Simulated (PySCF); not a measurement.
hexamethyldisilane (C6H18Si2), singlet, at a GFN2-xTB geometry; SCAN/STO-3G (PySCF).

PySCF was given this input:
```python
from pyscf import gto, scf, dft

mol = gto.Mole()
mol.atom = '''
    C    -1.85250354   -0.75341260   -1.64491509
    Si   -1.15751455   -0.19252911    0.04867828
    C    -2.11542853    1.38464731    0.55933844
    C    -1.59427803   -1.55639574    1.31949060
    Si    1.15751455    0.19252911   -0.04867828
    C     1.85250354    0.75341260    1.64491509
    C     1.59427803    1.55639574   -1.31949060
    C     2.11542853   -1.38464731   -0.55933844
    H    -1.38122298   -1.67339640   -1.97770833
    H    -1.67730056   -0.00252223   -2.40956825
    H    -2.92336754   -0.93233716   -1.60300705
    H    -3.18676964    1.20960247    0.60524631
    H    -1.80050263    1.73611210    1.53735739
    H    -1.94720648    2.19230528   -0.14678963
    H    -2.66467346   -1.73677739    1.36677783
    H    -1.11614133   -2.49769952    1.06540523
    H    -1.26551507   -1.28301853    2.31769233
    H     2.92336754    0.93233716    1.60300705
    H     1.38122298    1.67339640    1.97770833
    H     1.67730056    0.00252223    2.40956825
    H     1.26551507    1.28301853   -2.31769233
    H     1.11614133    2.49769952   -1.06540523
    H     2.66467346    1.73677739   -1.36677783
    H     1.80050263   -1.73611210   -1.53735739
    H     1.94720648   -2.19230528    0.14678963
    H     3.18676964   -1.20960247   -0.60524631
'''
mol.basis = 'sto-3g'
mol.verbose = 4
mol.build()

mf = dft.RKS(mol)
mf.xc = 'scan'
mf.kernel()
```

It wrote (shortened):

```
PySCF version 2.14.0

[INPUT] verbose = 4
[INPUT] num. atoms = 26
[INPUT] num. electrons = 82
[INPUT] charge = 0
[INPUT] spin (= nelec alpha-beta = 2S) = 0
[INPUT] symmetry False subgroup None
[INPUT] Mole.unit = angstrom
[INPUT] Symbol           X                Y                Z      unit          X                Y                Z       unit  Magmom
[INPUT]  1 C     -1.852503540000  -0.753412600000  -1.644915090000 AA   -3.500724335387  -1.423743472796  -3.108439018264 Bohr   0.0
[INPUT]  2 Si    -1.157514550000  -0.192529110000   0.048678280000 AA   -2.187385484699  -0.363827288906   0.091988617415 Bohr   0.0
[INPUT]  3 C     -2.115428530000   1.384647310000   0.559338440000 AA   -3.997580557791   2.616604195016   1.056996462541 Bohr   0.0
[INPUT]  4 C     -1.594278030000  -1.556395740000   1.319490600000 AA   -3.012748843111  -2.941161690040   2.493475857938 Bohr   0.0
[INPUT]  5 Si     1.157514550000   0.192529110000  -0.048678280000 AA    2.187385484699   0.363827288906  -0.091988617415 Bohr   0.0
[INPUT]  6 C      1.852503540000   0.753412600000   1.644915090000 AA    3.500724335387   1.423743472796   3.108439018264 Bohr   0.0
[INPUT]  7 C      1.594278030000   1.556395740000  -1.319490600000 AA    3.012748843111   2.941161690040  -2.493475857938 Bohr   0.0
[INPUT]  8 C      2.115428530000  -1.384647310000  -0.559338440000 AA    3.997580557791  -2.616604195016  -1.056996462541 Bohr   0.0
[INPUT]  9 H     -1.381222980000  -1.673396400000  -1.977708330000 AA   -2.610133149156  -3.162260893833  -3.737327097971 Bohr   0.0
[INPUT] 10 H     -1.677300560000  -0.002522230000  -2.409568250000 AA   -3.169638686980  -0.004766323923  -4.553424070948 Bohr   0.0
[INPUT] 11 H     -2.923367540000  -0.932337160000  -1.603007050000 AA   -5.524364012043  -1.761861888155  -3.029244300247 Bohr   0.0
[INPUT] 12 H     -3.186769640000   1.209602470000   0.605246310000 AA   -6.022121841679   2.285817387897   1.143749763804 Bohr   0.0
[INPUT] 13 H     -1.800502630000   1.736112100000   1.537357390000 AA   -3.402456857259   3.280776390544   2.905184422676 Bohr   0.0
[INPUT] 14 H     -1.947206480000   2.192305280000  -0.146789630000 AA   -3.679686955178   4.142856560638  -0.277392198626 Bohr   0.0
[INPUT] 15 H     -2.664673460000  -1.736777390000   1.366777830000 AA   -5.035503050797  -3.282033606437   2.582835771827 Bohr   0.0
[INPUT] 16 H     -1.116141330000  -2.497699520000   1.065405230000 AA   -2.109201430008  -4.719968034258   2.013324096379 Bohr   0.0
[INPUT] 17 H     -1.265515070000  -1.283018530000   2.317692330000 AA   -2.391476888810  -2.424553634442   4.379803744705 Bohr   0.0
[INPUT] 18 H      2.923367540000   0.932337160000   1.603007050000 AA    5.524364012043   1.761861888155   3.029244300247 Bohr   0.0
[INPUT] 19 H      1.381222980000   1.673396400000   1.977708330000 AA    2.610133149156   3.162260893833   3.737327097971 Bohr   0.0
[INPUT] 20 H      1.677300560000   0.002522230000   2.409568250000 AA    3.169638686980   0.004766323923   4.553424070948 Bohr   0.0
[INPUT] 21 H      1.265515070000   1.283018530000  -2.317692330000 AA    2.391476888810   2.424553634442  -4.379803744705 Bohr   0.0
[INPUT] 22 H      1.116141330000   2.497699520000  -1.065405230000 AA    2.109201430008   4.719968034258  -2.013324096379 Bohr   0.0
[INPUT] 23 H      2.664673460000   1.736777390000  -1.366777830000 AA    5.035503050797   3.282033606437  -2.582835771827 Bohr   0.0
[INPUT] 24 H      1.800502630000  -1.736112100000  -1.537357390000 AA    3.402456857259  -3.280776390544  -2.905184422676 Bohr   0.0
[INPUT] 25 H      1.947206480000  -2.192305280000   0.146789630000 AA    3.679686955178  -4.142856560638   0.277392198626 Bohr   0.0
[INPUT] 26 H      3.186769640000  -1.209602470000  -0.605246310000 AA    6.022121841679  -2.285817387897  -1.143749763804 Bohr   0.0

nuclear repulsion = 564.147685115367
number of shells = 46
number of NR pGTOs = 198
number of NR cGTOs = 66
basis = sto-3g
ecp = {}

******** <class 'pyscf.dft.rks.RKS'> ********
method = RKS
initial guess = minao
damping factor = 0
level_shift factor = 0
DIIS = <class 'pyscf.scf.diis.CDIIS'>
diis_start_cycle = 1
diis_space = 8
diis_damp = 0
SCF conv_tol = 1e-09
SCF conv_tol_grad = None
SCF max_cycles = 50
direct_scf = True
direct_scf_tol = 1e-13
XC library pyscf.dft.libxc version 7.1.2
    S. Lehtola, C. Steigemann, M. J. T. Oliveira, and M. A. L. Marques,  SoftwareX 7, 1–5 (2018)
XC functionals = scan
    J. Sun, A. Ruzsinszky, and J. P. Perdew,  Phys. Rev. Lett. 115, 036402 (2015)
    J. Sun, A. Ruzsinszky, and J. P. Perdew,  Phys. Rev. Lett. 115, 036402 (2015)
radial grids:
    Treutler-Ahlrichs [JCP 102, 346 (1995); DOI:10.1063/1.469408] (M4) radial grids

becke partition: Becke, JCP 88, 2547 (1988); DOI:10.1063/1.454033
pruning grids: <function nwchem_prune>
grids dens level: 3
symmetrized grids: False
atomic radii adjust function: <function treutler_atomic_radii_adjust>
small_rho_cutoff = 0
Set gradient conv threshold to 3.16228e-05
Initial guess from minao.
tot grids = 299616
init E= -808.43808433217
  HOMO = -0.307754834352254  LUMO = 0.0489461459111725  gap/eV = 9.70633
cycle= 1 E= -808.890818435652  delta_E= -0.453  |g|= 0.519  |ddm|= 5.73
  HOMO = -0.158324216958094  LUMO = 0.196798090796317  gap/eV = 9.66337
cycle= 2 E= -808.880501217466  delta_E= 0.0103  |g|= 0.545  |ddm|= 1.44
  HOMO = -0.166554578137237  LUMO = 0.198127908366899  gap/eV = 9.92352
cycle= 3 E= -808.97575310149  delta_E= -0.0953  |g|= 0.0226  |ddm|= 0.769
  HOMO = -0.173907725628859  LUMO = 0.189302604179739  gap/eV = 9.88346
cycle= 4 E= -808.975977912086  delta_E= -0.000225  |g|= 0.00434  |ddm|= 0.0516
  HOMO = -0.172938759912102  LUMO = 0.190485826767892  gap/eV = 9.88929
cycle= 5 E= -808.975985661798  delta_E= -7.75e-06  |g|= 0.000179  |ddm|= 0.00797
  HOMO = -0.172939028798633  LUMO = 0.190494808945722  gap/eV = 9.88954
cycle= 6 E= -808.975985675705  delta_E= -1.39e-08  |g|= 2.89e-05  |ddm|= 0.00039
  HOMO = -0.172935378328209  LUMO = 0.190498105856738  gap/eV = 9.88953
cycle= 7 E= -808.975985676051  delta_E= -3.46e-10  |g|= 9.16e-06  |ddm|= 6.17e-05
  HOMO = -0.172935811502032  LUMO = 0.190497608415928  gap/eV = 9.88953
Extra cycle  E= -808.975985676036  delta_E= 1.46e-11  |g|= 1.01e-05  |ddm|= 2.71e-05
converged SCF energy = -808.975985676036
```
